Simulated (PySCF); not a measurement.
Diatomics of Br with the fifth-period p block

CCSD(T) with double-zeta basis sets in PySCF, for the lowest determinant that a PBE0 search found; no spin–orbit coupling. De refers to high-spin ground-configuration atoms.

```
 M       basis  reference, frozen orbitals  state (unpaired electrons)  Re (Å)  ωe (cm⁻¹)  De (eV)
In  cc-pVDZ-PP                      RHF, 8      singlet (closed shell)   2.589        221     3.78
Sn  cc-pVDZ-PP                      UHF, 8               doublet (π ↑)   2.554        241     3.00
Sb  cc-pVDZ-PP                      UHF, 8              triplet (π ↑↑)   2.540        248     2.11
 I    def2-SVP                     RHF, 13      singlet (closed shell)   2.534        252     1.65
```

The shortest bond is that of IBr (2.534 Å), the longest that of InBr (2.589 Å). InBr is bound most strongly (3.78 eV) and IBr least (1.65 eV).

The rows differ in basis set, which adds steps of its own.

The state changes along the series, so neighbouring rows are not always alike in their bonding.

Correlated steps freeze the inner cores (8 to 13 orbitals); shallow outer-core shells are correlated. Correlated levels converge slowly with the basis: in double zeta they bind strong bonds too weakly, by up to about 1 eV, and carry superposition errors of some tenths. Spin–orbit coupling is left out, which matters for elements this heavy, above all for dissociation energies. Where the molecule has an RHF reference, its open-shell atoms are computed with UHF. States were picked by a PBE0 search and need not be the measured ground states.
